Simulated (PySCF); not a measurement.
F4Sb, multiplicity 2. Atoms are numbered in the order given.

```xyz
5

Sb     0.0000     0.0000     0.1919
F      1.4449     0.0000    -1.0408
F     -1.4449     0.0000    -1.0408
F      0.0000     1.9328     0.4969
F      0.0000    -1.9328     0.4969
```
Charge 0, spin multiplicity 2.

The structure is a stationary point at PBE0-D3(BJ)/def2-SVP. The spin state was assumed, not searched. The isomer is the one that the SMILES or the coordinates give; other isomers of the formula were not compared. The def2 effective core potentials stand for the cores of Sb; spin–orbit coupling is left out.

Calculation: PBE0/def2-TZVP in PySCF.

ESP charges are fitted to the potential on shells at 1.4 to 2.0 van der Waals radii. Atomic charges (e):

| atom | Löwdin | ESP fit | Mulliken spin |
|---|---|---|---|
| Sb1 | … | 1.15 | 0.51 |
| F2 | … | -0.27 | 0.04 |
| F3 | … | -0.27 | 0.04 |
| F4 | … | -0.30 | 0.20 |
| F5 | … | -0.30 | 0.20 |

Problem. What belongs in the gaps? (The exact figures need the calculation; the answer reports its results.)

Solution. 
- Sb1, Löwdin: 0.96
- F2, Löwdin: -0.23
- F3, Löwdin: -0.23
- F4, Löwdin: -0.25
- F5, Löwdin: -0.25
